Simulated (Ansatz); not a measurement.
## A family of molecules: the HOMO–LUMO gap

Gas-phase molecules, one atom swapped for its congeners: C2H8BN `CBNC`; C2H8GaN `C[NH][GaH][CH3]`; C2H8InN `C[NH][InH][CH3]`. The Al member is missing. All are singlets with charge 0.

Shapes, held fixed at every level: PBE0-D4/def2-TZVP. Flexible molecules stand in one conformer, not always the lowest. Programs: Ansatz 0.2.0. Values in eV.

Task: How should the HOMO–LUMO gap change along the series?

Result: At wB97M-V/def2-TZVPP the HOMO–LUMO gap falls at every step, from 12.24 to 8.99 eV. Every level shows the same order. For atoms past krypton def2 sets carry core potentials with scalar relativity. Relativity is left out for Ga. Orbital gaps aren't excitation energies, and the LUMO depends on the basis.

```tsv
level	C2H8BN	C2H8GaN	C2H8InN
PBE-D4/def2-TZVPP	6.11	4.23	3.48
B3LYP-D4/def2-TZVPP	7.91	5.78	4.91
BHLYP-D4/def2-TZVPP	10.42	8.16	7.12
PBE0-D4/def2-TZVPP	8.37	6.24	5.36
r2SCAN0-D4/def2-TZVPP	8.76	6.58	5.68
wB97M-V/def2-TZVPP	12.24	10.21	8.99
```
